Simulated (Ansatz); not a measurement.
Stepwise reaction of `F[SiH](F)[SiH2]Cl` with hydrogen chloride, as a gas-phase model of exchange steps in deposition or etching. ΔE in kJ/mol.

Calculated with Ansatz (gas phase, PBE0-D4/def2-TZVP geometries, no zero-point term in ΔE). CCSD(T)/CBS adds triple-zeta CCSD(T) − MP2 to the extrapolated MP2 energy (def2 sets, frozen cores). This one scheme is used for every species. Functionals use def2-TZVPP. B3LYP here is the variant with VWN-RPA as its local correlation; programs differ in this. Each species was taken in one conformer, which may not be the lowest.

```json
{"step": "1", "reaction": "`F[SiH](F)[SiH2]Cl` + HCl → `F[Si](F)(Cl)[SiH2]Cl` + H₂", "PBE-D4": "-92.6", "B3LYP-D4": "-90.7", "ωB97M-V": "-92.4", "CCSD(T)/CBS": "-89.8"}
```

**Question.** Give the row of step 2, `F[Si](F)(Cl)[SiH2]Cl` + HCl → `F[Si](F)(Cl)[SiH](Cl)Cl` + H₂. (Best estimate.)

**Answer.** Ansatz gave: 
| step | reaction | PBE-D4 | B3LYP-D4 | ωB97M-V | CCSD(T)/CBS |
| --- | --- | --- | --- | --- | --- |
| 2 | `F[Si](F)(Cl)[SiH2]Cl` + HCl → `F[Si](F)(Cl)[SiH](Cl)Cl` + H₂ | -78.0 | -76.8 | -76.5 | -75.3 |

**Question.** By hand: ΔE of the 2 steps together at CCSD(T)/CBS.

**Answer.** (-89.8) + (-75.3) = -165.1 kJ/mol, or -82.5 kJ/mol a step.

In ΔE each step is higher than the one before. All are downhill at CCSD(T)/CBS. PBE-D4 differs from CCSD(T)/CBS by -2.8 to -2.7 kJ/mol a step. Only this route is followed, and other bonds may react first. Isolated molecules leave out the surface, adducts and barriers. Largest T1 diagnostic: 0.012.
